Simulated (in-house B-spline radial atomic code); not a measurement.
Radial electron density of S³⁺, [Ne] 3s1 3p1 3d1. Method: Dirac-Hartree-Fock, average of configuration, Fermi nucleus of rms radius 3.2611 fm, inside a hard spherical wall at 1.92 bohr. Calculated with a radial B-spline atomic code at the basis-set limit.

Columns: r (bohr), 4πr²n(r) (electrons per bohr), bar.

```
 0.00373   0.4329 #
 0.00436   0.5785 #
 0.00509   0.7686 ##
 0.00595     1.02 ##
 0.00696    1.348 ###
 0.00814    1.772 ####
 0.00951     2.31 ######
  0.0111    2.985 #######
   0.013    3.845 #########
  0.0152     4.89 ############
  0.0178     6.16 ###############
  0.0208     7.63 ##################
  0.0243    9.299 ######################
  0.0284    11.13 ###########################
  0.0332    13.04 ###############################
  0.0388     14.9 ####################################
  0.0453    16.53 ########################################
   0.053    17.77 ###########################################
  0.0619    18.39 ############################################
  0.0724    18.27 ############################################
  0.0846    17.41 ##########################################
  0.0989    15.94 ######################################
   0.116    14.19 ##################################
   0.135    12.76 ###############################
   0.158    12.01 #############################
   0.185    12.32 #############################
   0.216    13.65 #################################
   0.252    15.51 #####################################
   0.295    17.19 #########################################
   0.345    17.82 ###########################################
   0.403     16.9 ########################################
   0.471    14.47 ###################################
   0.551    11.16 ###########################
   0.644    7.981 ###################
   0.752    5.749 ##############
    0.88    4.707 ###########
    1.03    4.437 ###########
     1.2    4.049 ##########
     1.4    2.857 #######
    1.64    1.024 ##
     1.9 0.005832
```

On this grid the curve has 2 maxima, near 0.0619, 0.345 bohr.

The 3s1/2 radial function P(r) = rR(r), positive near the nucleus, with its small component Q(r) (sign convention: Q ≈ (P' + κP/r)/2c):

```tsv
r (bohr)	P	Q
0.00125	0.02151	-0.001264
0.00171	0.02914	-0.001716
0.00233	0.03923	-0.002316
0.00319	0.05285	-0.00313
0.00436	0.07072	-0.004206
0.00595	0.09383	-0.005613
0.00814	0.1236	-0.007451
0.0111	0.1601	-0.009764
0.0152	0.2041	-0.01266
0.0208	0.2531	-0.01609
0.0284	0.3013	-0.01987
0.0388	0.3385	-0.02368
0.053	0.3467	-0.0268
0.0724	0.3012	-0.02821
0.0989	0.176	-0.02668
0.135	-0.04031	-0.02123
0.185	-0.3236	-0.01174
0.252	-0.5713	-0.0004009
0.345	-0.6377	0.00949
0.471	-0.378	0.0139
0.644	0.2121	0.01139
0.88	0.8817	0.003791
1.2	1.153	-0.004428
1.64	0.5968	-0.008503
```
